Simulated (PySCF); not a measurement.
## Correlation energy of Ti⁺ (titanium, charge +1)

[Ar] 3d2 4s1, high-spin 4F determinant. All numbers are calculated (PySCF 2.14, the spin-free X2C one-electron Hamiltonian (Gaussian nucleus), in ANO-RCC-VTZP (6s5p3d2f1g, 59 functions)). Frozen: [Ne]; 11 electrons correlated.

| level | correlation energy (mhartree) |
| --- | --- |
| CCSD | -327.46 |
| (T) | -7.44 |
| CCSD(T) | -334.90 |

Diagnostics: T1 = 0.0097, D1 = 0.0372, largest double amplitude 0.021.

Cost of the coupled-cluster step: about 8 core-seconds, for 11 correlated electrons.
